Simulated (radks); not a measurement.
The numbers below are computed, except where a source is named.
Isoelectronic series with 1 electrons, all held in the configuration 1s1, which need not be the ground one along the series. Code: a radial shooting solver on a logarithmic mesh with Libxc functionals. Model: Dirac Kohn-Sham, PBEsol, spin-unpolarised, spherical densities, finite nucleus; Fermi nuclear charge, rms radius of each element as measured or else 0.836 A^(1/3) + 0.57 fm. Total energies (hartree) and mean radii <r> (bohr):

[
 {"ion": "H", "E (hartree)": "-0.44990", "1s1/2": "1.652"},
 {"ion": "He+", "E (hartree)": "-1.88056", "1s1/2": "0.7882"},
 {"ion": "Li2+", "E (hartree)": "-4.30987", "1s1/2": "0.5169"},
 {"ion": "Be3+", "E (hartree)": "-7.73941", "1s1/2": "0.3845"},
 {"ion": "B4+", "E (hartree)": "-12.17002", "1s1/2": "0.3060"},
 {"ion": "C5+", "E (hartree)": "-17.60252", "1s1/2": "0.2541"},
 {"ion": "N6+", "E (hartree)": "-24.03781", "1s1/2": "0.2172"},
 {"ion": "O7+", "E (hartree)": "-31.47698", "1s1/2": "0.1897"},
 {"ion": "F8+", "E (hartree)": "-39.92121", "1s1/2": "0.1683"},
 {"ion": "Ne9+", "E (hartree)": "-49.37190", "1s1/2": "0.1513"},
 {"ion": "Mg11+", "E (hartree)": "-71.29891", "1s1/2": "0.1257"},
 {"ion": "Al12+", "E (hartree)": "-83.77880", "1s1/2": "0.1159"},
 {"ion": "Si13+", "E (hartree)": "-97.27226", "1s1/2": "0.1076"},
 {"ion": "P14+", "E (hartree)": "-111.78150", "1s1/2": "0.1003"},
 {"ion": "S15+", "E (hartree)": "-127.30890", "1s1/2": "0.09392"},
 {"ion": "Cl16+", "E (hartree)": "-143.85700", "1s1/2": "0.08831"},
 {"ion": "Ar17+", "E (hartree)": "-161.42853", "1s1/2": "0.08333"}
]
